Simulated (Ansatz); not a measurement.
## Counterpoise correction, worked out

The pair of Br⁻ (SMILES [Br-], atom 1) and GeH₄ (SMILES [GeH4], atoms 2–6), both closed shells, in one local arrangement (a lower one may exist), relaxed at PBE0-D4/def2-TZVPD:

```
atom    x (Å)    y (Å)    z (Å)
 Br1  -0.5274  -1.4306  -2.4643
 Ge2   0.0922   0.2501   0.4308
  H3   0.3787   1.0270   1.7689
  H4   1.4462   0.1454  -0.2721
  H5  -0.9185   1.1119  -0.3272
  H6  -0.4713  -1.1040   0.8639
```

Program: Ansatz 0.2.0. Basis: def2-TZVPPD. Cores are frozen in the correlated methods. Filled d shells of the heavier atoms are correlated. The def2 sets are not built for correlating such inner shells, so the correlated values are less sure here.

CCSD(T) total energies in eV:

| system | geometry | basis functions | energy |
| --- | --- | --- | --- |
| pair | pair | all | -126554.29888 |
| Br⁻ | as in the pair | all (partner as ghosts) | -70009.11644 |
| GeH₄ | as in the pair | all (partner as ghosts) | -56544.92093 |
| Br⁻ | as in the pair | its own | -70009.07907 |
| GeH₄ | as in the pair | its own | -56544.90646 |
| Br⁻ | free (PBE0-D4 minimum) | its own | -70009.07907 |
| GeH₄ | free (PBE0-D4 minimum) | its own | -56544.96249 |

Q: Work out the interaction energy with and without the counterpoise correction, the superposition error, and the binding energy from the relaxed fragments.

A: Without correction: -126554.29888 − (-70009.07907) − (-56544.90646) = -0.31335 eV.
With correction (each fragment in the whole basis): -126554.29888 − (-70009.11644) − (-56544.92093) = -0.26151 eV = -6.03 kcal/mol.
The superposition error is the difference, 0.05184 eV, 17 % of the uncorrected value: each fragment borrows its partner's functions.
Deformation from the free shapes: 0.00000 eV for Br⁻ and 0.05603 eV for GeH₄.
Binding energy from relaxed fragments: -0.26151 + 0.00000 + 0.05603 = -0.20548 eV = -4.74 kcal/mol (electronic, without zero-point energy; negative means bound). For comparison, the corrected interaction energy by CCSD(T) at an estimated basis limit (MP2 extrapolated from triple and quadruple zeta, plus CCSD(T) − MP2 in triple zeta) is -0.305 eV; triple zeta with the correction binds less.

T1 diagnostic: at most 0.012.

For scale, one of the runs: CCSD(T)/def2-TZVPPD, 179 basis functions, launched by `ansatz run in.yaml --threads 4 --pin off --events-out ev --progress --plain --max-ram 9574MiB`. Hardware: 4 CPU threads of an Arm Neoverse V2, shared host. Wall time 44 s; peak host memory 1.7 GiB.
